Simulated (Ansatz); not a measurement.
CH$_{4}$ beside GeH$_{4}$: one fragment in the basis of the whole pair (the partner's atoms are ghosts).

in.yaml

```yaml
crystal:
  periodic: [false, false, false]
  atoms:
    - {symbol: Ge, position_ang: [-0.213061, 0.167610, 1.923287]}
    - {symbol: H, position_ang: [-0.262956, 1.560226, 1.281548]}
    - {symbol: H, position_ang: [-0.386473, 0.299691, 3.442676]}
    - {symbol: H, position_ang: [1.139949, -0.488874, 1.619770]}
    - {symbol: H, position_ang: [-1.343360, -0.700079, 1.354695]}
basis:
  gaussian:
    orbitals: "def2-TZVPPD.json"
    ghost_atoms:
      - {symbol: C, position_ang: [0.213111, -0.167738, -1.924088]}
      - {symbol: H, position_ang: [-0.095802, 0.849238, -1.683317]}
      - {symbol: H, position_ang: [-0.545763, -0.869836, -1.579379]}
      - {symbol: H, position_ang: [1.161003, -0.385802, -1.432540]}
      - {symbol: H, position_ang: [0.333353, -0.264535, -3.002751]}
hamiltonian: {xc: pbe, dispersion: d4}
```

The basis file named in the input lies beside it (Basis Set Exchange, JSON).

Launched with

```bash
ansatz run in.yaml --threads 4 --pin off --events-out ev --progress --plain --max-ram 9574MiB
```

The run's output (Ansatz 0.2.0):

```
Functional definition: PBE
  name "PBE"
  cite "Perdew, Burke & Ernzerhof, Phys. Rev. Lett. 77, 3865 (1996) doi:10.1103/PhysRevLett.77.3865"
  parent pbe
  parameter kappa = 0.804
  parameter beta = 0.06672455060314922
  exchange = pbe_x(kappa = kappa, mu = beta*pi^2/3)
  correlation = pbe_c(beta = beta)
973 factors; their error is unknown
mean field evaluation 1: about -56573.2115 eV, gradient 2.5e1 eV
mean field evaluation 2: about -56573.5969 eV, gradient 2.8e1 eV
mean field evaluation 4: about -56574.0771 eV, gradient 5.9e-1 eV
mean field evaluation 8: about -56574.0708 eV, gradient 1.9e-3 eV
mean field -56574.07076450 eV, -2079.0587533130 hartree, gradient 7.5e-6 eV, S^2 0.000000; 0 other end points of the search recorded, 0 dependent functions left out
reference -56574.07080214 eV, -2079.0587546963 hartree; 18, 18 occupied and 209, 209 virtual orbitals, 973 factors
Total energy: -56574.11378701 eV, -2079.0603343608 hartree
```

The lines “mean field evaluation” count trial sets of orbitals through the whole run, from several starts and some on an approximate energy, so they need not fall steadily or lie above the final value.

The run took about 0.85 s on 4 CPU threads of an Intel Xeon Platinum 8488C (shared host).
